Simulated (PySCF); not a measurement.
**Steps of a relaxation of CeF4(NH3)**

CeF4(NH3) (singlet; a saddle point, relaxed within its symmetry). PySCF 2.14.0, RKS TPSS, Ce lcecp-2-SVP with ECP46, F def2-SVP, N def2-SVP, H def2-SVP; non-relativistic Hamiltonian with scalar-relativistic core potentials where named; density fitting; no spin-orbit coupling. Origin of the start: template. Columns: position (Å) and force (eV/Å). Energies are counted from the last step; some of the 15 steps are shown. Forces carry noise of the integration grid, about 0.01 to 0.03 eV/Å.

Run from Python with OMP_NUM_THREADS=2. Where DIIS fails, smearing, a level shift and second-order steps follow.
It took 96 s on 2 threads of Arm Neoverse V2, on a shared host, from the converged density of the start.

```xyz
9
step 0  E = 0.652 eV
Ce    0.0090    0.0156    0.0000     0.89    1.55    0.00
F     0.0090    0.0156    2.0533    -0.20   -0.35    1.19
F     0.0090    0.0156   -2.0533    -0.20   -0.35   -1.19
F     2.0623    0.0156    0.0000     0.20   -0.12    0.00
F    -1.0176    1.7938    0.0000    -0.20    0.11    0.00
N    -1.2248   -2.1213    0.0000    -0.27   -0.31    0.00
H    -1.8304   -2.2312    0.8133    -0.24   -0.07    0.40
H    -1.8304   -2.2312   -0.8133    -0.24   -0.07   -0.40
H    -0.6104   -2.9355    0.0000     0.26   -0.39    0.00
```

```xyz
9
step 5  E = 0.103 eV
Ce    0.1294    0.2255    0.0000    -0.44   -0.74    0.00
F    -0.1703   -0.3052    2.0331     0.01    0.01   -0.76
F    -0.1703   -0.3052   -2.0331     0.01    0.01    0.76
F     2.1814    0.1565    0.0000     0.10    0.17    0.00
F    -0.9600    1.9665    0.0000     0.10    0.16    0.00
N    -1.2174   -2.0903    0.0000     0.13    0.24    0.00
H    -1.8143   -2.2020    0.8317     0.04    0.04   -0.04
H    -1.8143   -2.2020   -0.8317     0.04    0.04    0.04
H    -0.5883   -2.9065    0.0000     0.00    0.07    0.00
```

```xyz
9
step 9  E = 0.001 eV
Ce    0.1109    0.1969    0.0000     0.04    0.08    0.00
F    -0.2363   -0.4368    1.9543    -0.01   -0.03    0.04
F    -0.2363   -0.4368   -1.9543    -0.01   -0.03   -0.04
F     2.1715    0.2837    0.0000    -0.06   -0.01    0.00
F    -0.8516    2.0207    0.0000     0.03   -0.06    0.00
N    -1.2090   -2.0634    0.0000     0.00    0.00    0.00
H    -1.7999   -2.1766    0.8341     0.01    0.01   -0.01
H    -1.7999   -2.1766   -0.8341     0.01    0.01    0.01
H    -0.5733   -2.8737    0.0000     0.00    0.03    0.00
```

Task: Where does the relaxation end?

Result: It converges at step 14 in Cs:
```xyz
9
step 14  E = 0
Ce    0.1066    0.1954    0.0000
F    -0.2308   -0.4486    1.9559
F    -0.2308   -0.4486   -1.9559
F     2.1644    0.2721    0.0000
F    -0.8637    2.0121    0.0000
N    -1.2091   -2.0525    0.0000
H    -1.7976   -2.1685    0.8348
H    -1.7976   -2.1685   -0.8348
H    -0.5652   -2.8555    0.0000
```

Task: How did the contacts change?

Result: 
```
     contact  start (Å)  end (Å)
  Ce1–F2 (F)      2.053    2.087
  Ce1–F3 (F)      2.053    2.087
  Ce1–F4 (F)      2.053    2.059
  Ce1–F5 (F)      2.053    2.060
Ce1–N6 (NH3)      2.468    2.605
```
